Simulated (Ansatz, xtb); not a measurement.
Species: sum formula BOCl, charge 0, multiplicity 1. 
Geometry from a B3LYP-D3(BJ)/def2-TZVP (Ansatz, a program for electronic structure) optimisation:
```xyz
3

B      0.0000     0.0000    -0.6343
O      0.0000     0.0000    -1.8390
Cl     0.0000     0.0000     1.0520
```

Harmonic wavenumbers from GFN2-xTB (xtb, at its own minimum), cm⁻¹: 364, 364, 645, 2066.

### Question
Give the harmonic wavenumbers at B3LYP-D3(BJ)/def2-TZVP (Ansatz, finite differences of forces, unscaled).

### Answer
418, 418, 687, 2019 cm⁻¹. Zero-point energy 5.1 kcal/mol.

### Question
From these and the geometry, give the ideal-gas thermochemistry at 298.15 K and 1 atm (rigid rotor, harmonic oscillator).

### Answer
Point group C∞v, rotational symmetry number 1. Rotational constants 5.174, 5.174 GHz. S(trans) 38.31, S(rot) 16.08, S(vib) 2.12, S(elec, spin only) 0.00, S 56.5 cal/(mol K). H(298) - H(0) 2.52 kcal/mol; G - E(el) -9.3 kcal/mol.
